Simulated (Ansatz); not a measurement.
Start from `C=[CH][In]([Cl])[Cl]` and change one atom or group to get `C=[CH][InH][Cl]`.

Ansatz, PBE0-D4/def2-TZVP geometries, multiplicity 1. Each molecule was computed in one conformer, which needn't be the lowest.

Elements past krypton have def2 core potentials.

| property | `C=[CH][In]([Cl])[Cl]` |
| --- | --- |
| HOMO energy (PBE/def2-TZVPP) / eV | -7.25 |
| HOMO–LUMO gap (PBE/def2-TZVPP) / eV | 4.51 |
| size of the dipole moment (B3LYP/def2-TZVPP) / D | 3.72 |
| LUMO energy (ωB97M-V/def2-TZVPP) / eV | -0.20 |
| size of the dipole moment (PBE/def2-TZVPP) / D | 3.66 |
| HOMO energy (PBE0/def2-TZVPP) / eV | -8.53 |

Problem. Give the same properties after the change, and the shifts. (Best estimate.)

Solution. Ansatz gave: 
```json
{"property": "HOMO energy (PBE/def2-TZVPP) / eV", "`C=[CH][InH][Cl]`": "-6.73", "shift": "0.52"}
{"property": "HOMO–LUMO gap (PBE/def2-TZVPP) / eV", "`C=[CH][InH][Cl]`": "4.08", "shift": "-0.43"}
{"property": "size of the dipole moment (B3LYP/def2-TZVPP) / D", "`C=[CH][InH][Cl]`": "3.22", "shift": "-0.50"}
{"property": "LUMO energy (ωB97M-V/def2-TZVPP) / eV", "`C=[CH][InH][Cl]`": "-0.27", "shift": "-0.07"}
{"property": "size of the dipole moment (PBE/def2-TZVPP) / D", "`C=[CH][InH][Cl]`": "3.11", "shift": "-0.55"}
{"property": "HOMO energy (PBE0/def2-TZVPP) / eV", "`C=[CH][InH][Cl]`": "-8.01", "shift": "0.52"}
```

With PBE0 the HOMO rises by 0.52 eV and the LUMO rises by 0.05 eV, so the gap narrows by about 0.47 eV. PBE moves the HOMO by 0.52 eV and ωB97M-V by 0.49 eV. Dipoles are sizes alone; their direction can turn.

B3LYP here is the variant with VWN-RPA as its local correlation; programs differ in this.
